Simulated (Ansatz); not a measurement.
Ideal-gas functions of `C[O][AlH][SH]` at 600 K and 1 bar, from an Ansatz frequency run at PBE0-D4/def2-TZVP.

Molar mass 92.1 g/mol, point group Cs (symmetry number 1), electronic degeneracy 1, moments of inertia 55.888, 213.473, 266.198 u Å². Harmonic wavenumbers (cm⁻¹, unscaled): 47, 102, 132, 241, 249, 476, 477, 581, 663, 761, 1180, 1190, 1240, 1486, 1490, 1501, 1992, 2704, 3001, 3066, 3087.

Use S(trans) = R[1.5 ln M + 2.5 ln T − 1.1517]; rotational temperatures θ = 24.2544 K / I; S(rot) = R[ln(√π/σ · √(T³/θAθBθC)) + 1.5]; for each mode x = 1.438777 ν̃/T, S = R[x/(eˣ − 1) − ln(1 − e⁻ˣ)] and H = RT x/(eˣ − 1); 1 cm⁻¹ = 0.0119627 kJ/mol; R = 8.31446 J/(mol·K).

Q: By hand: the entropy, in J/(mol·K).

A: Translation 179.8. Rotation: θ = 0.434, 0.1136, 0.0911 K, giving 119.5. Vibration, mode by mode: 26.47, 20.04, 17.91, 12.99, 12.72, 7.65, 7.64, 6.20, 5.28, 4.38, 1.98, 1.94, 1.77, 1.10, 1.09, 1.07, 0.41, 0.10, 0.05, 0.04, 0.04, in all 130.9. Electronic 0.0. Sum 430.2 J/(mol·K).

Q: By hand: H − E and G − E in kJ/mol, counted from the electronic energy.

A: Zero-point energy ½ × 25666 × 0.0119627 = 153.5; thermal vibration 36.5; translation, rotation and pV give 4 RT = 20.0. H − E = 210.0 kJ/mol, and G − E = 210.0 − 600 × 430.2/1000 = -48.1 kJ/mol.

Vibration gives 30 % of the entropy, 64.4 J/(mol·K) of it from the modes under 150 cm⁻¹: soft modes count most, and the harmonic formula is weakest for them. The sum counts one conformer and one mirror image; others add a mixing term.
